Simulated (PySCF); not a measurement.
Molfile (atoms numbered from 1):
```
C5H10N2OSi
     RDKit          3D

 19 18  0  0  0  0  0  0  0  0999 V2000
   -0.8933   -1.5825   -1.7379 C   0  0  0  0  0  0  0  0  0  0  0  0
   -0.7470   -0.3577   -1.4658 N   0  0  0  0  0  0  0  0  0  0  0  0
   -1.0926    0.3590    0.0984 Si  0  0  2  0  0  4  0  0  0  0  0  0
   -2.3536    1.7083   -0.0921 C   0  0  0  0  0  0  0  0  0  0  0  0
    0.3329    1.0648    0.6227 O   0  0  0  0  0  0  0  0  0  0  0  0
    1.6344    0.7613    0.2371 C   0  0  0  0  0  0  0  0  0  0  0  0
    2.2570   -0.3271    1.1170 C   0  0  0  0  0  0  0  0  0  0  0  0
    1.6107   -1.6223    0.9501 C   0  0  0  0  0  0  0  0  0  0  0  0
    1.0720   -2.6328    0.7814 N   0  0  0  0  0  0  0  0  0  0  0  0
   -1.2470   -2.3501   -1.0178 H   0  0  0  0  0  0  0  0  0  0  0  0
   -0.6526   -1.9653   -2.7485 H   0  0  0  0  0  0  0  0  0  0  0  0
   -1.5419   -0.6628    1.0959 H   0  0  0  0  0  0  0  0  0  0  0  0
   -2.5294    2.2128    0.8703 H   0  0  0  0  0  0  0  0  0  0  0  0
   -3.3120    1.2953   -0.4434 H   0  0  0  0  0  0  0  0  0  0  0  0
   -2.0065    2.4551   -0.8217 H   0  0  0  0  0  0  0  0  0  0  0  0
    1.6802    0.4518   -0.8225 H   0  0  0  0  0  0  0  0  0  0  0  0
    2.2499    1.6696    0.3461 H   0  0  0  0  0  0  0  0  0  0  0  0
    2.1827   -0.0303    2.1752 H   0  0  0  0  0  0  0  0  0  0  0  0
    3.3275   -0.4372    0.8786 H   0  0  0  0  0  0  0  0  0  0  0  0
  1  2  2  0
  2  3  1  0
  3  4  1  0
  3  5  1  0
  5  6  1  0
  6  7  1  0
  7  8  1  0
  8  9  3  0
  1 10  1  0
  1 11  1  0
  3 12  1  1
  4 13  1  0
  4 14  1  0
  4 15  1  0
  6 16  1  0
  6 17  1  0
  7 18  1  0
  7 19  1  0
M  END
```

Geometry: PBE0-D3(BJ)/def2-SVP; GIAO absolute shieldings from PySCF, gas phase, non-relativistic, averaged over equivalent atoms.

At PBE0/pcSseg-1 (210 basis functions, 2.3 min wall time on 1 thread of an Intel Xeon, shared host):
```json
{"atoms": "C1", "σ (ppm)": "0.7"}
{"atoms": "C8", "σ (ppm)": "58.7"}
{"atoms": "C6", "σ (ppm)": "123.6"}
{"atoms": "C7", "σ (ppm)": "161.3"}
{"atoms": "C4", "σ (ppm)": "184.0"}
{"atoms": "N2", "σ (ppm)": "-151.3"}
{"atoms": "N9", "σ (ppm)": "-42.6"}
{"atoms": "Si3", "σ (ppm)": "349.5"}
{"atoms": "O5", "σ (ppm)": "284.6"}
{"atoms": "H11", "σ (ppm)": "22.45"}
{"atoms": "H10", "σ (ppm)": "22.48"}
{"atoms": "H12", "σ (ppm)": "25.96"}
{"atoms": "H16", "σ (ppm)": "27.08"}
{"atoms": "H17", "σ (ppm)": "27.48"}
{"atoms": "H18", "σ (ppm)": "28.84"}
{"atoms": "H19", "σ (ppm)": "29.35"}
{"atoms": "H13/H14/H15", "σ (ppm)": "30.92"}
```

**Question.** What do these become at CAM-B3LYP/pcSseg-1?

**Answer.** 
```tsv
atoms	σ at CAM-B3LYP/pcSseg-1	change
C1	-3.5	-4.2
C8	55.0	-3.7
C6	121.5	-2.1
C7	159.4	-1.9
C4	181.9	-2.1
N2	-161.7	-10.4
N9	-46.1	-3.5
Si3	342.8	-6.7
O5	287.8	+3.2
H11	22.64	+0.19
H10	22.67	+0.19
H12	26.21	+0.25
H16	27.20	+0.12
H17	27.55	+0.07
H18	28.95	+0.11
H19	29.47	+0.12
H13/H14/H15	31.00	+0.08
```

The largest change is at N2 (imine nitrogen). Cost: 210 basis functions, 2.3 min wall time on 1 thread of an Intel Xeon, shared host. The order of the carbon signals is the same at both levels.
